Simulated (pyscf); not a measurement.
# [Ga=AsH]•, doublet

Gas-phase minimum from PySCF at ωB97X-D3(BJ)/def2-SVP, one conformer. 

SMILES: [Ga]=[AsH]
```xyz
3

Ga     0.2109    -0.6423    -1.2396
As     1.6890     0.7595     0.2054
H      1.0293    -0.0308     1.3432
```
Charge 0, spin multiplicity 2.

Bond lengths (Å): Ga1–As2 2.498, As2–H3 1.534. Angles (°): Ga1–As2–H3 83.4.

Properties at ωB97X-D3(BJ)/def2-SVP:

```json
{
 "harmonic_wavenumbers_unscaled": "243, 383, 2185 cm⁻¹",
 "zero_point_energy": "4.0 kcal/mol",
 "rotational_symmetry_number": "1",
 "Entropy of this conformer at 298 K and 1 atm, rigid rotor and harmonic oscillator, modes under 100 cm⁻¹ raised to 100": "285.5 J/(mol K)",
 "dipole_moment": "1.13 D",
 "Spin expectation value S2": "0.753"
}
```

Single-point totals, which compare only within one level (frozen core for MP2 and CC):

| level | total energy (hartree) |
|---|---|
| ωB97X-D3(BJ)/def2-TZVP | -4161.20160 |
| PBE/def2-TZVP | -4160.67808 |
| r²SCAN/def2-TZVP | -4161.28066 |
| B3LYP-D3(BJ)/def2-TZVP | -4161.40734 |
| PBE0-D3(BJ)/def2-TZVP | -4160.78123 |
| M06-2X/def2-TZVP | -4161.31095 |
| ωB97M-D3(BJ)/def2-TZVP | -4161.34929 |
| UHF/def2-TZVPP | -4158.02511 |
| MP2/def2-TZVPP | -4158.46486 |
| CCSD/def2-TZVPP | -4158.47611 |
| CCSD(T)/def2-TZVPP | -4158.49484 |

The CCSD(T) − MP2 part came from Ansatz, without density fitting, on the same reference. The frozen core leaves the outer d or s,p core shells of the metals and heavy elements correlated in the MP2 and CC values, and def2-TZVPP describes them poorly, so these totals are far from the basis limit. Elements up to Kr have no core potential and no relativistic terms here.
